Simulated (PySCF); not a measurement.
## Computed NMR parameters against published values

Molfile (atoms numbered from 1):
```
C7H10N2
     RDKit          3D

 19 19  0  0  0  0  0  0  0  0999 V2000
   -2.0462   -1.0378   -0.0714 C   0  0  0  0  0  0  0  0  0  0  0  0
   -1.2996    0.1858   -0.1621 N   0  0  0  0  0  0  0  0  0  0  0  0
   -2.0201    1.4081   -0.4114 C   0  0  0  0  0  0  0  0  0  0  0  0
    0.0608    0.1800   -0.0031 C   0  0  0  0  0  0  0  0  0  0  0  0
    0.7678   -1.0227    0.2510 C   0  0  0  0  0  0  0  0  0  0  0  0
    2.1436   -0.9630    0.4024 C   0  0  0  0  0  0  0  0  0  0  0  0
    2.8063    0.2619    0.3042 C   0  0  0  0  0  0  0  0  0  0  0  0
    2.0207    1.3827    0.0528 C   0  0  0  0  0  0  0  0  0  0  0  0
    0.7031    1.3517   -0.0959 N   0  0  0  0  0  0  0  0  0  0  0  0
   -3.1104   -0.8187   -0.2254 H   0  0  0  0  0  0  0  0  0  0  0  0
   -1.7423   -1.7733   -0.8384 H   0  0  0  0  0  0  0  0  0  0  0  0
   -1.9443   -1.5209    0.9176 H   0  0  0  0  0  0  0  0  0  0  0  0
   -2.7509    1.6142    0.3909 H   0  0  0  0  0  0  0  0  0  0  0  0
   -1.2979    2.2310   -0.4522 H   0  0  0  0  0  0  0  0  0  0  0  0
   -2.5652    1.3629   -1.3707 H   0  0  0  0  0  0  0  0  0  0  0  0
    0.2523   -1.9790    0.3277 H   0  0  0  0  0  0  0  0  0  0  0  0
    2.7030   -1.8816    0.5990 H   0  0  0  0  0  0  0  0  0  0  0  0
    3.8880    0.3451    0.4184 H   0  0  0  0  0  0  0  0  0  0  0  0
    2.4872    2.3718   -0.0341 H   0  0  0  0  0  0  0  0  0  0  0  0
  1  2  1  0
  2  3  1  0
  2  4  1  0
  4  5  2  0
  5  6  1  0
  6  7  2  0
  7  8  1  0
  8  9  2  0
  9  4  1  0
  1 10  1  0
  1 11  1  0
  1 12  1  0
  3 13  1  0
  3 14  1  0
  3 15  1  0
  5 16  1  0
  6 17  1  0
  7 18  1  0
  8 19  1  0
M  END
```

Published estimates (parent shift plus substituent increments) and measurements: δ 13C C4 159.4; C8 147.9; C6 137.1; C7 111.4; C5 105.8; δ 1H H19 8.15; H17 7.39; H18 6.52; H16 6.48 ppm (estimated from measurements, as parent shift plus tabulated substituent increment; solution, not stated per compound (mostly CDCl3 or CCl4); Pretsch, Buehlmann, Badertscher, Structure Determination of Organic Compounds, 4th ed. (2009)).

Method: coordinates at the PBE0-D3(BJ)/def2-SVP level, shieldings: GIAO PBE/pcSseg-1, in PySCF (non-relativistic Hamiltonian, gas phase, one computed conformer, one averaged value for each set of equivalent atoms).

**Question.** Set the calculated values beside the experiment.

**Answer.** 
Reference values: estimated from measurements, as parent shift plus tabulated substituent increment (solution, not stated per compound (mostly CDCl3 or CCl4); Pretsch, Buehlmann, Badertscher, Structure Determination of Organic Compounds, 4th ed. (2009)).
| atoms | quantity | reference | computed | computed, scaled |
| --- | --- | --- | --- | --- |
| C4 | δ 13C | 159.4 | 155.1 | 152.7 |
| C8 | δ 13C | 147.9 | 150.4 | 148.1 |
| C6 | δ 13C | 137.1 | 138.6 | 136.3 |
| C7 | δ 13C | 111.4 | 113.6 | 111.5 |
| C5 | δ 13C | 105.8 | 104.4 | 102.3 |
| H19 | δ 1H | 8.15 | 8.12 | – |
| H17 | δ 1H | 7.39 | 7.24 | – |
| H18 | δ 1H | 6.52 | 6.29 | – |
| H16 | δ 1H | 6.48 | 6.06 | – |

Computed shifts are σ(ref) − σ with the named reference compound (TMS for H and C) calculated as an isolated molecule at the same level. The measured values may be among those fitted. Expected solution values come from regression of measured δ (H and C: mostly CDCl3, vs TMS) on computed σ: 13C: δ = 177.48 − 0.993σ (rms 1.8 ppm, 44 shifts, 2.0 ppm with the 1 outlier that the fit left out). A few per cent of atoms miss by over 2 rms, more outside the fitted compound classes.

**Question.** How far are the unscaled 13C shifts from the references?

**Answer.** Mean signed difference +0.10 ppm, mean absolute 2.38 ppm over 5 comparisons; the largest is -4.3 ppm at C4 (aromatic carbon bearing nitrogen).

**Question.** How far are the unscaled 1H shifts from the references?

**Answer.** Mean signed difference -0.21 ppm, mean absolute 0.21 ppm over 4 comparisons; the largest is -0.42 ppm at H16 (hydrogen on an aromatic CH).

9 of the 18 published NMR values on file for this molecule are compared.
